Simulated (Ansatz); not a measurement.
```yaml
crystal:
  periodic: [false, false, false]
  atoms:
    - {symbol: O, position_ang: [-3.223905, 2.875153, 0.428197]}
    - {symbol: Si, position_ang: [0.139834, 1.989152, 0.543399]}
    - {symbol: O, position_ang: [2.013737, 3.239708, -2.109538]}
    - {symbol: Ge, position_ang: [0.564089, -3.049463, 0.690545]}
    - {symbol: H, position_ang: [-4.473220, 1.831133, -0.778875]}
    - {symbol: H, position_ang: [1.270192, 3.418727, 3.083174]}
    - {symbol: H, position_ang: [1.958257, 2.274646, -3.890935]}
    - {symbol: H, position_ang: [-0.656246, -4.342766, -2.053453]}
    - {symbol: H, position_ang: [-1.085383, -4.339822, 3.183032]}
    - {symbol: H, position_ang: [3.668525, -4.004619, 0.910591]}
basis:
  gaussian: {orbitals: def2-TZVPP}
magnetization: {spin_polarized: true, initial_magnetization: 2}
hamiltonian: {xc: {name: B2GP-PLYP}}
scf: {lower_state_search: off}
```

```sh
$ ansatz run in.yaml --threads 4 --pin off --events-out ev --progress --plain --max-ram 10444MiB
```

Shortened log:

```
Functional definition: B2GP-PLYP
  name "B2GP-PLYP"
  cite "Karton, Tarnopolsky, Lamère, Schatz & Martin, J. Phys. Chem. A 112, 12868 (2008) doi:10.1021/jp801805p"
  cite "Becke, Phys. Rev. A 38, 3098 (1988) doi:10.1103/PhysRevA.38.3098"
  cite "Lee, Yang & Parr, Phys. Rev. B 37, 785 (1988) doi:10.1103/PhysRevB.37.785"
  parameter a = 0.65
  parameter c = 0.36
  exchange = (1 - a)*b88_x + a*exact_x
  correlation = (1 - c)*lyp_c + c*(mp2_os + mp2_ss)
these checks for a lower state are left out or cut short: stability, starts, cluster_reference, orbital_swaps, neighbouring_geometries, increment
1373 factors; integrals over basis functions are off by at most 1.4e-3 eV
mean field evaluation 1: about -68484.0208 eV, gradient 7.3e1 eV
mean field evaluation 2: about -68484.0181 eV, gradient 7.3e1 eV
mean field evaluation 4: about -68424.6767 eV, gradient 6.6e1 eV
mean field evaluation 8: about -68523.0965 eV, gradient 6.0e0 eV
mean field evaluation 16: about -68532.4072 eV, gradient 2.8e-1 eV
mean field evaluation 32: about -68532.4714 eV, gradient 8.9e-2 eV
mean field -68532.47476075 eV, -2518.5219944777 hartree, gradient 2.9e-6 eV, S^2 7.333795; 0 other end points of the search recorded, 0 dependent functions left out
16 core orbitals not correlated: weight in the atoms' cores, before any rotation towards them, 1.000 or more for the frozen orbitals, at most 0.000 for the correlated occupied ones
reference -68532.47499660 eV, -2518.5220031451 hartree; 19, 17 occupied and 201, 203 virtual orbitals, 1373 factors
second order -17.23192425 eV of doubles, -0.00000000 eV of singles
Total energy: -68538.67848933 eV, -2518.7499772980 hartree
Checks for a lower state left out: stability, starts, cluster_reference, orbital_swaps, neighbouring_geometries, increment
```

In this input the coordinates are in bohr but typed as ångström. Self-consistency was reached. The result belongs to that input, not to the molecule as meant.
